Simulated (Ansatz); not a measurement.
PBE exchange is replaced step by step with exact exchange (0 % is PBE, 25 % PBE0; no dispersion term), basis def2-SVP, Ansatz. System: Al7Sb6H22⁻, a cluster cut from wurtzite AlSb (hydrogen-capped). The state is a singlet with charge -1. Geometry: PBE-D4/def2-SVP.

Geometry of the singlet:

```xyz
35

Al    2.419    3.881    0.811
Sb    3.075    3.215   -1.746
Al    1.400    2.388   -3.729
Al    0.733    1.763    4.234
Sb    1.096    1.639    1.553
Al   -0.860    0.653   -0.021
Sb    0.190    0.312   -2.483
Al   -1.198   -1.059   -4.360
Sb   -0.105   -0.783    4.714
Al   -2.171   -2.102    3.526
Sb   -1.491   -1.795    0.924
Al   -3.091   -3.426   -0.527
Sb   -1.834   -3.293   -2.939
H     3.780    4.028    1.658
H     1.375    5.100    0.694
H     4.143    4.412   -2.380
H     4.281    1.998   -1.618
H     0.337    3.580   -3.929
H     2.294    1.855   -4.956
H     2.145    1.978    4.976
H    -0.529    2.708    4.554
H     2.310    0.428    1.402
H    -2.137    1.622   -0.052
H     1.511   -0.741   -2.156
H    -2.592   -0.307   -4.645
H    -0.222   -1.490   -5.565
H    -0.188   -1.033    6.418
H     1.276   -1.780    4.488
H    -3.485   -1.228    3.838
H    -2.084   -3.654    3.943
H     0.026   -2.602    0.844
H    -4.521   -2.719   -0.738
H    -2.981   -4.937    0.016
H    -0.362   -4.159   -2.745
H    -2.541   -4.451   -4.005
```

In the def2 sets Sb takes a core potential; there is no spin–orbit coupling.

| exact exchange (%) | HOMO (eV) | LUMO (eV) | gap (eV) |
| --- | --- | --- | --- |
| 0 | -3.39 | 0.23 | 3.63 |
| 5 | -3.57 | 0.36 | 3.93 |
| 10 | -3.75 | 0.49 | 4.24 |
| 25 | -4.30 | 0.88 | 5.17 |
| 35 | -4.67 | 1.14 | 5.81 |
| 50 | -5.23 | 1.54 | 6.77 |

Task: Fit a straight line to the column «gap (eV)» against the share of exact exchange and predict its value at 15 %.

Result: With x = exact exchange (%) and y = gap (eV): mean x = 20.83, mean y = 4.925; Σ(x − x̄)(y − ȳ) = 117.5, Σ(x − x̄)² = 1871; slope b = 0.0628, intercept a = ȳ − b·x̄ = 3.617. The residuals of the fitted rows reach 0.02. At x = 15 the line gives 3.617 + (0.0628 × 15) = 4.56; the run gave 4.55, 0.01 less than the line.
